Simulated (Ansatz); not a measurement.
`BN/C=[N]/[GeH3]` and `C=[N][GeH3]` differ in one atom or group.

Ansatz, PBE0-D4/def2-TZVP geometries, multiplicity 1. Each molecule was computed in one conformer, which needn't be the lowest.

Scalar relativity is left out up to krypton.

```csv
property,`BN/C=[N]/[GeH3]`
HOMO–LUMO gap (PBE/def2-TZVPP) / eV,3.83
LUMO energy (ωB97M-V/def2-TZVPP) / eV,0.88
size of the dipole moment (PBE/def2-TZVPP) / D,2.52
LUMO energy (PBE0/def2-TZVPP) / eV,-1.12
HOMO energy (PBE0/def2-TZVPP) / eV,-7.33
HOMO energy (PBE/def2-TZVPP) / eV,-5.97
```

Question: What does the change do to each property? (Estimate.)

Answer: Ansatz gave: 
| property | `C=[N][GeH3]` | shift |
| --- | --- | --- |
| HOMO–LUMO gap (PBE/def2-TZVPP) / eV | 3.91 | 0.08 |
| LUMO energy (ωB97M-V/def2-TZVPP) / eV | 1.58 | 0.70 |
| size of the dipole moment (PBE/def2-TZVPP) / D | 1.27 | -1.25 |
| LUMO energy (PBE0/def2-TZVPP) / eV | -0.68 | 0.44 |
| HOMO energy (PBE0/def2-TZVPP) / eV | -7.10 | 0.23 |
| HOMO energy (PBE/def2-TZVPP) / eV | -5.74 | 0.23 |

With PBE0 the HOMO rises by 0.23 eV and the LUMO rises by 0.44 eV, so the gap widens by about 0.21 eV. PBE moves the HOMO by 0.23 eV and ωB97M-V by 0.25 eV. The zero-point energy changes by -79.9 kJ/mol with -12 modes. Dipoles are sizes alone; their direction can turn.
